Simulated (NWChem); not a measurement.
System: 1,1,1,2-tetrafluoroethane (C$_{2}$H$_{2}$F$_{4}$); SMILES FCC(F)(F)F

NWChem printed, in part:

```
             Northwest Computational Chemistry Package (NWChem) 7.3.0
             --------------------------------------------------------

                             Geometry "geometry" -> ""
                             -------------------------

 Output coordinates in angstroms (scale by  1.889725989 to convert to a.u.)

  No.       Tag          Charge          X              Y              Z
 ---- ---------------- ---------- -------------- -------------- --------------
    1 F                    9.0000    -0.13473600     1.94783100     0.00352700
    2 C                    6.0000     0.74503300     0.91467000    -0.00687300
    3 C                    6.0000    -0.00338900    -0.40083200    -0.00022200
    4 F                    9.0000    -0.76357000    -0.52720100     1.08407800
    5 F                    9.0000    -0.78750200    -0.52448300    -1.06764900
    6 F                    9.0000     0.87897400    -1.40358100    -0.01128900
    7 H                    1.0000     1.38964200     0.95156200     0.88582700
    8 H                    1.0000     1.37073300     0.95337200    -0.91285900

 Effective nuclear repulsion energy (a.u.)     273.4794799742

                              NWChem Property Module
                              ----------------------

  itol2e modified to match energy
  convergence criterion.

                                 NWChem DFT Module
                                 -----------------

 Summary of "ao basis" -> "ao basis" (spherical)
 ------------------------------------------------------------------------------
       Tag                 Description            Shells   Functions and Types
 ---------------- ------------------------------  ------  ---------------------
 F                          6-311g**                 8       18   4s3p1d
 C                          6-311g**                 8       18   4s3p1d
 H                          6-311g**                 4        6   3s1p

  itol2e modified to match energy
  convergence criterion.

[...]

          -----------------------------------------
          Chemical Shielding Tensors (GIAO, in ppm)
          -----------------------------------------

                                NWChem CPHF Module
                                ------------------

  scftype          =     RHF
  nclosed          =       25
  nopen            =        0
  variables        =     2375
  # of vectors     =        3
  tolerance        = 0.10D-03
  level shift      = 0.00D+00
  max iterations   =       50
  max subspace     =       30

 SCF residual:    2.3012689211073168E-004

Iterative solution of linear equations
  No. of variables     2375
  No. of equations        3
  Maximum subspace       30
        Iterations       50
       Convergence  1.0D-04

   iter   nsub   residual    time
   ----  ------  --------  ---------
     1      3    3.33D-01      41.5
     2      6    1.06D-02      44.8
     3      9    4.39D-04      48.1
     4     12    2.39D-05      51.3

      Atom:    1  F
        Diamagnetic
    473.5041    -16.0749     -0.1803
    -16.0749    481.7246      0.1941
     -0.1803      0.1941    458.0232

        Paramagnetic
    -18.1172     42.4116     -0.1410
     42.4116    -46.6467     -0.4449
     -0.1410     -0.4449    -34.0633

        Total Shielding Tensor
    455.3869     26.3367     -0.3213
     26.3367    435.0779     -0.2508
     -0.3213     -0.2508    423.9599

           isotropic =     438.1416
          anisotropy =      52.9811

          Principal Components and Axis System
                 1           2           3
              473.4623    423.9567    417.0058

      1         0.8245      0.0088     -0.5658
      2         0.5658      0.0017      0.8246
      3        -0.0082      1.0000      0.0036

      Atom:    2  C
        Diamagnetic
    247.1649      0.2199     -0.0914
      0.2199    254.5383      0.0142
     -0.0914      0.0142    238.5671

        Paramagnetic
   -149.3361    -27.9066     -0.1264
    -27.9066   -126.5901      0.3278
     -0.1264      0.3278   -158.3710

        Total Shielding Tensor
     97.8289    -27.6867     -0.2179
    -27.6867    127.9482      0.3420
     -0.2179      0.3420     80.1962

           isotropic =     101.9911
          anisotropy =      63.6261

          Principal Components and Axis System
                 1           2           3
              144.4085     81.3713     80.1935

      1        -0.5110      0.8595      0.0123
      2         0.8596      0.5110     -0.0000
      3         0.0063     -0.0106      0.9999

      Atom:    3  C
        Diamagnetic
    248.0528     -1.0919     -0.0021
     -1.0919    249.2021      0.0128
     -0.0021      0.0128    247.9580

        Paramagnetic
   -195.6167     -0.4174      0.1186
     -0.4174   -196.3868     -0.0058
      0.1186     -0.0058   -184.7928

        Total Shielding Tensor
     52.4361     -1.5094      0.1165
     -1.5094     52.8153      0.0070
      0.1165      0.0070     63.1652

           isotropic =      56.1389
          anisotropy =      10.5414

          Principal Components and Axis System
                 1           2           3
               63.1665     54.1464     51.1038

      1         0.0110     -0.6614      0.7500
      2        -0.0009      0.7500      0.6614
      3         0.9999      0.0080     -0.0076

      Atom:    4  F
        Diamagnetic
    471.4809      1.0274    -14.5380
      1.0274    462.4102     -2.0164
    -14.5380     -2.0164    483.2311

        Paramagnetic
   -188.5164     -6.0316    -14.6312
     -6.0316   -261.7663    -39.0580
    -14.6312    -39.0580   -163.2475

[...]
```

Level: B3LYP/6-311G** (spherical d), GIAO. Geometry: optimised at PBE0/def2-SVP. B3LYP is NWChem's, with the RPA form of VWN correlation. The output numbers the shielded atoms by their place in the input's list. The printed shielding anisotropy is the first printed principal value minus the mean of the other two.

Q: Which NWChem input produces such a log?

A: One answer among several that fit: the input that was run:
```
start job
memory heap 200 mb stack 900 mb global 1100 mb
geometry units angstroms noautosym nocenter noautoz
  F     -0.134736     1.947831     0.003527
  C      0.745033     0.914670    -0.006873
  C     -0.003389    -0.400832    -0.000222
  F     -0.763570    -0.527201     1.084078
  F     -0.787502    -0.524483    -1.067649
  F      0.878974    -1.403581    -0.011289
  H      1.389642     0.951562     0.885827
  H      1.370733     0.953372    -0.912859
end
basis spherical
  F library 6-311g**
  C library 6-311g**
  H library 6-311g**
end
dft
  xc b3lyp
  iterations 150
end
property
  shielding 6 1 2 3 4 6 7
end
task dft property
```
